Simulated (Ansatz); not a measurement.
Computed with Ansatz on PBE0-D4/def2-TZVP structures; ΔE is electronic, products minus reactants. CCSD(T)/CBS is the MP2 limit (def2-TZVPP, def2-QZVPP) plus CCSD(T) − MP2 in def2-TZVPP, frozen cores. This one scheme is used for every species, atoms too. DFT in def2-TZVPP. B3LYP here is the variant with VWN-RPA as its local correlation; programs differ in this. No spin–orbit coupling; open shells (•) take unrestricted orbitals. Spin–orbit coupling would lower the free atoms: a little for B, O, Si. Each species was taken in one conformer, which may not be the lowest.

Reaction (atomization): `OB(O)O[SiH3]` → B• + 5 H• + 3 O• + Si•

Q: What is ΔE at CCSD(T)/CBS? (Best estimate.)

A: Computed: +966.8 kcal/mol.

Q: What do these levels give: revPBE-D4, B3LYP-D4, r2SCANh-D4, HF/def2-QZVPP, HF/CBS(def2), CCSD/CBS(def2)? (An estimate is asked.)

A: Ansatz gave: revPBE-D4 946.7, B3LYP-D4 961.6, r2SCANh-D4 959.5, HF/def2-QZVPP 713.4, HF/CBS(def2) 713.7, CCSD/CBS(def2) 953.8 kcal/mol.

Largest T1 diagnostic among the species: 0.014.

At CCSD(T), def2-SVP lies −58.0 kcal/mol from the extrapolated value and def2-TZVPP −26.4 kcal/mol: correlation converges slowly with the basis, and small sets miss more of it in the bonded molecule than in its fragments. From BLYP to BHLYP (50 % exact exchange), in def2-TZVPP and without D4, ΔE moves by −24.9 kcal/mol: exact exchange takes away binding that semilocal exchange gives to molecules. In def2-TZVPP, CCSD(T) changes the Hartree–Fock value by +229.0 kcal/mol (the triples alone add +13.0 kcal/mol) and MP2 by +253.9 kcal/mol; breaking electron pairs costs correlation energy, which Hartree–Fock lacks.

For atomizations the MP2-based limit and the directly extrapolated one differ by several kJ/mol either way, and by 10 to 25 for some Ge, Se and Sn compounds, so smaller differences from it don't rank the levels.
